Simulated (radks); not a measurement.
Values are calculated unless marked as measured or tabulated.
Ionisation of Ti, [Ar] 3d2 4s2, to Ti+, [Ar] 3d2 4s1, under several functionals. Scalar-relativistic Kohn-Sham, spin-polarised, spherical densities, point nucleus; open shells are filled with parallel spins first; a radial shooting solver on a logarithmic mesh with Libxc functionals. The NIST Atomic Spectra Database gives 6.828 eV (measured). Rank these functionals by the error of their Delta-SCF ionisation energy: LDA (Slater exchange, Perdew-Wang correlation); LDA (Slater exchange, Perdew-Zunger correlation); B86b exchange with PBE correlation; BLYP; XLYP; PBEsol; AM05.

Answer. From best to worst: BLYP 6.824 eV (-0.004); XLYP 6.893 eV (+0.065); LDA (Slater exchange, Perdew-Wang correlation) 6.936 eV (+0.108); B86b exchange with PBE correlation 6.708 eV (-0.120); LDA (Slater exchange, Perdew-Zunger correlation) 6.962 eV (+0.134); PBEsol 6.654 eV (-0.174); AM05 6.614 eV (-0.215). Open shells are spherical and high-spin; term and fine-structure splittings are not resolved.
